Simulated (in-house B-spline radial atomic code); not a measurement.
Computed with a B-spline radial atomic code. Model: two electrons, singlet ground state, non-relativistic, full CI in B-splines with partial waves to l = 8 (at full coupling up to 3e-4 hartree above the limit, correlation up to 0.6 % small), density held at that of full coupling by Lieb maximisation.

Along the adiabatic connection the electron repulsion is scaled by a coupling λ while a local potential keeps the density fixed. At λ = 0 the system is the Kohn-Sham one and W equals the exchange energy; the exchange-correlation energy is the area under W between 0 and 1. The kinetic energy rises with λ as the electrons avoid each other, with dT/dλ = −λ dW/dλ.

Command:
```bash
python run_ac.py task.json out
```
Settings (lengths in bohr, energies in hartree):
```
potential              gauss
strength               4.63
lmax                   8
second                 2.8
```

Run time, properties included: 20 s on 1 thread of Intel(R) Xeon(R) Processor @ 2.30GHz, on a shared host.

**W = mean repulsion less Hartree energy, and W of three functionals.**

Given: confinement Gaussian well; well depth 4.63 hartree; well width 2.8 bohr; external potential -V exp(-r^2/w^2).

Computed: PBE exchange minus exact 29.974 millihartree; SCAN exchange minus exact 2.8846 millihartree.

| coupling | W xc (hartree) | W xc minus exchange (millihartree) | kinetic minus Kohn-Sham (millihartree) | LDA (PW92) W minus its exchange (millihartree) | PBE W minus its exchange (millihartree) | SCAN W minus its exchange (millihartree) |
| --- | --- | --- | --- | --- | --- | --- |
| 0 | -0.71125 | 0 | 0 | 0 | 0 | 0 |
| 0.02 | -0.7132 | -1.954 | 0.02 | -11.15 | -3.14 | -1.88 |
| 0.05 | ? | ? | ? | ? | ? | ? |
| 0.12 | -0.7226 | -11.348 | 0.67 | -42.33 | -17.22 | -10.74 |
| 0.25 | -0.73393 | -22.684 | 2.76 | -69.32 | -32.85 | -21.27 |
| 0.4 | -0.7459 | -34.652 | 6.63 | -93.06 | -48.4 | -32.35 |
| 0.6 | ? | ? | ? | ? | ? | ? |
| 0.8 | -0.77294 | -61.691 | 22.64 | -138.6 | -81.65 | -57.63 |
| 1 | -0.78428 | -73.03 | 32.83 | -155.91 | -95.21 | -68.43 |
| 1.4 | -0.80358 | -92.335 | 55.86 | -184.14 | -118.18 | -87.24 |
| 2 | -0.82621 | -114.97 | 94.01 | -216.24 | -145.35 | -110.12 |
| 3 | -0.85304 | -141.79 | 160.19 | -254.22 | -178.64 | -138.59 |
| 4.5 | -0.8791 | -167.85 | 256.38 | -292.23 | -212.89 | -167.55 |
| 7 | -0.90489 | -193.64 | 401.62 | -332 | -249.46 | -196.78 |
| 10 | -0.92316 | -211.91 | 554.72 | -361.99 | -277.42 | -216.89 |

(1) What belongs in the row 0.05?

(2) What belongs in the row 0.6?

(3) What is the LDA exchange minus exact?

**Energy parts, natural occupations and partial-wave weights.**

Computed: exchange energy -0.71125 hartree; correlation energy -0.040203 hartree; initial slope twice GL2 -0.098342 hartree; kinetic part over minus potential part 0.44949; Hartree energy 1.4225 hartree; Kohn-Sham kinetic 1.1836 hartree; Lieb Oxford ratio E_xc over LDA exchange 1.2367.

```json
{"natural": "s", "occupation of the shell (electrons)": "1.9706"}
{"natural": "p", "occupation of the shell (electrons)": "0.026348"}
{"natural": "s", "occupation of the shell (electrons)": "?"}
{"natural": "d", "occupation of the shell (electrons)": "0.00081166"}
{"natural": "p", "occupation of the shell (electrons)": "0.00020012"}
{"natural": "f", "occupation of the shell (electrons)": "9.7392e-05"}
```

(4) What belongs in the row s?

```csv
wave,weight
s,0.98622
p,0.01328
d,?
f,5.4028e-05
g,1.1938e-05
```

(5) What belongs in the row d?

(6) What is the kinetic part of the DFT correlation energy?

(7) What is the total energy?

## Answers

(1) W xc (hartree): -0.71609; W xc minus exchange (millihartree): -4.837; kinetic minus Kohn-Sham (millihartree): 0.12; LDA (PW92) W minus its exchange (millihartree): -22.5; PBE W minus its exchange (millihartree): -7.62; SCAN W minus its exchange (millihartree): -4.62.

(2) W xc (hartree): -0.76022; W xc minus exchange (millihartree): -48.977; kinetic minus Kohn-Sham (millihartree): 13.77; LDA (PW92) W minus its exchange (millihartree): -118.16; PBE W minus its exchange (millihartree): -66.24; SCAN W minus its exchange (millihartree): -45.67.

(3) 103.61 millihartree.

(4) occupation of the shell (electrons): 0.0018011.

(5) weight: 0.00042557.

(6) 0.032826 hartree.

(7) -5.5457 hartree.

Half-way to full coupling W has made 57 % of its drop, against 50 % for a straight line, and second-order (GL2) theory, half the initial slope, overshoots the correlation energy by about 22 %: a moderate bend, as in light atoms. Over couplings 0 to 1 the errors in E_xc come to about +45 millihartree for LDA, +16 millihartree for PBE, +5.5 millihartree for SCAN, so SCAN is nearest. In LDA and PBE the errors of exchange and correlation have opposite signs, so the sum is smaller than the larger of the two.
